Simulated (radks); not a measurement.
Valence configurations of the palladium ion Pd+ (all share [Kr]). Calculated with a radial shooting solver on a logarithmic mesh with Libxc functionals: Dirac Kohn-Sham, PBE, spin-unpolarised, spherical densities, finite nucleus; open shells fill j = l - 1/2 first; Fermi nuclear charge, rms radius 4.5318 fm. Energies are relative to 4d9; eigenvalues in eV.

valence          E (eV)  e(4d3/2)  e(4d5/2)  e(5p1/2)  e(5s1/2)
4d9               0.000   -14.885   -14.406         -         -
4d8.5 5s0.5       1.913   -16.530   -16.033         -   -11.738
4d8 5s1           4.306   -18.242   -17.728         -   -12.443
4d8.5 5p0.5       4.332   -17.200   -16.701    -7.307         -
4d8 5s0.5 5p0.5   6.839   -18.898   -18.381    -7.766   -12.867
4d8 5p1           9.407   -19.534   -19.015    -8.103         -
4d7.5 5s1 5p0.5   9.854   -20.653   -20.119    -8.232   -13.561
4d7 5s2          10.642   -21.833   -21.283         -   -13.863
4d7 5s1.5 5p0.5  13.404   -22.458   -21.906    -8.699   -14.256
4d7 5s1 5p1      16.199   -23.065   -22.511    -9.013   -14.635

NIST lists [Kr] 4d9 as the ground configuration; this level of theory agrees among the configurations tried. The energies are those of spherical spin-averaged densities, not of single terms.
